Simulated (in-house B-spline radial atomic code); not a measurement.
How G0W0 and RPA depend on the start: Kr XXXIII (Kr32+)

Configuration [He] 2s2. Computed with a B-spline radial code for spherical atoms: all electrons, non-relativistic, point nucleus, each spin shell either full or empty, empty states to l = 9 with an (l + 1/2)⁻⁴ tail; G0W0 by contour deformation at full frequency.

```csv
start,mean-field 2s (eV),G0W0 (eV),QP weight,RPA correlation (Eh)
Hartree-Fock,-3883.85,?,?,?
PBE,-3833.27,?,?,?
LDA VWN5,-3828.14,-3895.71,0.959,-0.82169
CAM-B3LYP,-3845.85,-3894.95,0.966,-0.68812
HSE06,-3845.82,-3894.88,0.967,-0.68162
```

Task: What G0W0 level, weight and RPA correlation energy follow from the Hartree-Fock start?

Result: G0W0 level -3892.58 eV, weight 0.982, RPA correlation -0.48112 hartree.

Task: What G0W0 level, weight and RPA correlation energy follow from the PBE start?

Result: G0W0 level -3895.73 eV, weight 0.958, RPA correlation -0.8103 hartree.

Task: How much of the dependence on the start does G0W0 remove?

Result: The mean-field levels span 55.7 eV and the G0W0 levels 3.15 eV. Against 3971 ± 4 eV (NIST, semi-empirical) the G0W0 removal energies are off by -78.42 to -75.27 eV, with relativity, Breit and QED terms left out.
